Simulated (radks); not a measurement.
Results of a calculation; reference values are marked as such.
Sm V, configuration [Xe] 4f3 6s1 (not the ground configuration). Level of theory: scalar-relativistic Kohn-Sham, PBE, spin-unpolarised, spherical densities, point nucleus (a radial shooting solver on a logarithmic mesh with Libxc functionals). Some entries of the table are withheld. Estimate them.

orbital  occ.  eigenvalue (eV)  r(max) (bohr)
1s          2        -46744.16            (1)
2s          2        -7694.138        0.08215
2p          6        -6869.826            (2)
3s          2        -1740.442         0.2337
3p          6        -1482.831         0.2291
3d         10        -1134.108         0.1878
4s          2        -398.6222            (3)
4p          6        -313.3134         0.5608
4d         10              (4)         0.5829
5s          2         -94.3863          1.210
5p          6         -71.2087          1.341
4f          3         -63.3114            (5)
6s          1         -33.7607          2.681

Answer. 
(1) 1s r(max) (bohr): 0.01449
(2) 2p r(max) (bohr): 0.06636
(3) 4s r(max) (bohr): 0.5380
(4) 4d eigenvalue (eV): -193.4974
(5) 4f r(max) (bohr): 0.5843
